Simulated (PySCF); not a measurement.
**Cost of excited-state runs on `FC(F)[C@@H]1OC[C@@H]1Cl`, C4H5ClF2O**

Geometry:
```csv
atom,x (Å),y (Å),z (Å)
F1,2.685,0.102,-0.133
C2,1.551,-0.453,0.342
F3,1.724,-1.792,0.269
C4,0.360,-0.034,-0.523
O5,0.053,1.348,-0.386
C6,-1.233,1.083,0.181
C7,-1.037,-0.423,-0.010
Cl8,-1.118,-1.400,1.462
H9,1.444,-0.167,1.398
H10,0.575,-0.313,-1.561
H11,-1.293,1.409,1.222
H12,-2.039,1.535,-0.401
H13,-1.677,-0.894,-0.754
```

PySCF with density fitting, on 1 thread of an AMD EPYC 9R45 96-Core, shared host. Command: `OMP_NUM_THREADS=1 python excited_run.py task.json out`

Problem. How long does this run take, and how much memory?
- magnetisability and related constants, PBE0/pcSseg-1; isotopologues

Solution. 
| run | level | basis functions | wall time | peak memory (GiB) |
| --- | --- | --- | --- | --- |
| magnetisability and related constants | PBE0/pcSseg-1 | 168 | 16 s | 0.77 |

Times from a shared host are rough.
